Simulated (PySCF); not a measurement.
B(Br)2(OH) (BBr₂HO), SMILES B(O)(Br)Br. Atoms are numbered in the order given.

```xyz
5

B      0.6482    -0.0105     0.0000
Br    -0.3211     1.6541     0.0000
Br    -0.2932    -1.6692     0.0000
O      1.9842    -0.0329     0.0000
H      2.3849     0.8448     0.0000
```
Charge 0, spin multiplicity 1.

Coordinates come from a PBE0-D3(BJ)/def2-SVP optimisation. Other conformers were not sampled.

Level of theory: PySCF with CAM-B3LYP/def2-TZVPD.

Symmetry labels are those of the subgroup Cs that the program uses (full group Cs).

Computed valence orbital energies around the gap with their symmetry:
```json
[
 {"orbital": "HOMO−7", "symmetry": "A'", "energy (eV)": "-15.02"},
 {"orbital": "HOMO−6", "symmetry": "A'", "energy (eV)": "-13.95"},
 {"orbital": "HOMO−5", "symmetry": "A\"", "energy (eV)": "-13.49"},
 {"orbital": "HOMO−4", "symmetry": "A'", "energy (eV)": "-11.69"},
 {"orbital": "HOMO−3", "symmetry": "A\"", "energy (eV)": "-10.66"},
 {"orbital": "HOMO−2", "symmetry": "A'", "energy (eV)": "-10.58"},
 {"orbital": "HOMO−1", "symmetry": "A\"", "energy (eV)": "-10.07"},
 {"orbital": "HOMO", "symmetry": "A'", "energy (eV)": "-9.68"},
 {"orbital": "LUMO", "symmetry": "A'", "energy (eV)": "0.07"},
 {"orbital": "LUMO+1", "symmetry": "A\"", "energy (eV)": "0.32"},
 {"orbital": "LUMO+2", "symmetry": "A'", "energy (eV)": "0.80"},
 {"orbital": "LUMO+3", "symmetry": "A'", "energy (eV)": "0.92"}
]
```
